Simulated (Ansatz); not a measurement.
System: CH$_{5}$BN, charge 0, doublet. CH5BN (SMILES N[B]C, doublet).
B3LYP-D3(BJ)/def2-TZVP minimum from Ansatz (a first-principles code):
```
B
N 1 1.3806
H 2 1.0064 1 123.65
H 2 1.0146 3 113.11 1 180.00
C 1 1.5596 2 127.47 3 180.00
H 5 1.0932 1 110.84 2 121.20
H 5 1.0932 6 106.15 1 -120.44
H 5 1.0989 6 107.89 7 -115.43
```
Charge 0, spin multiplicity 2.

Quantity: atomisation energy (electronic, to ground-state atoms), in kcal/mol. Radicals and triplets start from unrestricted determinants; spin-orbit coupling is neglected. CBS(X,Y): correlation extrapolated as X^-3, Hartree-Fock from the larger set. A bracket is a step between two methods taken in the basis named. Functionals run without relativity, which enters their misses. Double hybrids freeze cores in their MP2 part. 'core' is core correlation in cc-pwCVTZ, 'X2C' scalar relativity in cc-pVTZ-DK, both at CCSD(T). Where a partner has so few electrons that a lower coupled-cluster level is exact, that level stands in.

CCSD(T)/CBS(cc-pVTZ,cc-pVQZ) + [CCSDT(Q) - CCSD(T)]/cc-pVDZ + core + X2C (Ansatz) gives 696.4 kcal/mol.

Question: How far off this value is PBE/def2-TZVPD (Ansatz), in which direction, and which of these levels come nearer: r2SCAN/def2-TZVPD, B3LYP/def2-TZVPD, PBE0/def2-TZVPD, wB97M-V/def2-TZVPD, B2PLYP/def2-TZVPD, CCSD(T)/CBS(cc-pVTZ,cc-pVQZ) + core + X2C?

Answer: PBE gives 712.2 kcal/mol, 15.8 kcal/mol above it. Differences of the others: r2SCAN/def2-TZVPD (Ansatz) 4.9; B3LYP/def2-TZVPD (Ansatz) 2.5; PBE0/def2-TZVPD (Ansatz) 4.6; wB97M-V/def2-TZVPD (Ansatz) 2.0; B2PLYP/def2-TZVPD (Ansatz) -5.7; CCSD(T)/CBS(cc-pVTZ,cc-pVQZ) + core + X2C (Ansatz) -0.6 kcal/mol. Nearer than PBE: r2SCAN/def2-TZVPD, B3LYP/def2-TZVPD, PBE0/def2-TZVPD, wB97M-V/def2-TZVPD, B2PLYP/def2-TZVPD, CCSD(T)/CBS(cc-pVTZ,cc-pVQZ) + core + X2C.
